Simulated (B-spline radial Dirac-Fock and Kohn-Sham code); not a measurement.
These are calculated numbers from a radial atomic solver; the model is Dirac-Fock (average of configuration) total-energy differences with a finite nucleus, the Breit interaction including its frequency dependence, and self-energy and vacuum-polarisation corrections. No correlation.

**Question.** Identify the element and charge state from the binding energies below (tabulated ground configuration; the least bound level is included).

| level | binding energy (eV) |
| --- | --- |
| 1s | 698.0 |
| 2s | 40.12 |
| 2p | 17.11 |

**Answer.** F: Z = 9 with 9 electrons, [He] 2s2 2p5. The hydrogen-like estimate √(E/Ry) = 7.2 for the K level lies 1.8 below Z; the outermost level, at 17.11 eV, fixes the charge.

**Question.** An atom or ion in its tabulated ground configuration has these computed binding energies (the last is its least bound level). Which is it?

```csv
level,binding energy (eV)
K,92381.0
L1,21739.9
L2,21186.1
L3,19068.9
```

**Answer.** Tl⁷¹⁺: Z = 81 with 10 electrons, [He] 2s2 2p6. The hydrogen-like estimate √(E/Ry) = 82.4 for the K level lies 1.4 above Z (screening lowers it, relativity raises it); the outermost level, at 19068.9 eV, fixes the charge.

**Question.** Identify the element and charge state from the binding energies below (tabulated ground configuration; the least bound level is included).

```
level  binding energy (eV)
    K              69942.9
   L1              12524.1
   M1               3238.8
   M4               2285.1
   N4                652.1
   N5                638.9
 N6,7                421.6
```

**Answer.** W¹⁷⁺: Z = 74 with 57 electrons, [Kr] 4d10 4f11. The hydrogen-like estimate √(E/Ry) = 71.7 for the K level lies 2.3 below Z (screening lowers it, relativity raises it); the outermost level, at 421.6 eV, fixes the charge.
